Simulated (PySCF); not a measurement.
## S (sulfur, neutral): M06-2X calculation

Configuration: [Ne] 3s2 3p4, high-spin 3P determinant. Computed with PySCF 2.14 in def2-TZVP (5s5p2d1f, 37 functions), with no relativity, point nucleus.

```json
{"Total energy": "-398.0941 hartree", "One-electron energy": "-549.6117 hartree", "Hartree (Coulomb) energy": "177.1418 hartree", "Exchange-correlation energy": "-25.6242 hartree", "Kinetic energy": "397.63981 hartree", "⟨S²⟩": "2.0045", "⟨L²⟩": "2.012", "Sum of ⟨r⟩": "15.42 bohr", "Sum of ⟨r²⟩": "28.94 bohr²", "Traceless quadrupole moment −½Σ⟨3z² − r²⟩ along its main axis": "-2.07 e·bohr²", "Density at the nucleus (Gaussians lack the cusp)": "2570 bohr⁻³", "Spin density at the nucleus": "0.362 bohr⁻³", "Langevin diamagnetic susceptibility": "-22.9 ×10⁻⁶ cm³/mol", "Time after the integrals": "0.69 s of wall time on 1 thread of Neoverse-N1 (shared host)"}
```

```tsv
shell	electrons	mean orbital energy (hartree)	spread (hartree)	rms radius, mean of both spins (bohr)
1s α	1	-89.95952	0	0.113
1s β	1	-89.94061	0	0.113
2s α	1	-8.30757	0	0.522
2s β	1	-8.30251	0	0.522
2p α	3	-6.23153	0.01734	0.492
2p β	3	-6.21098	0.00415	0.492
3s α	1	-0.80859	0	1.85
3s β	1	-0.68850	0	1.85
3p α	3	-0.37443	0.04081	2.24
3p β	1	-0.31129	0	2.24
```
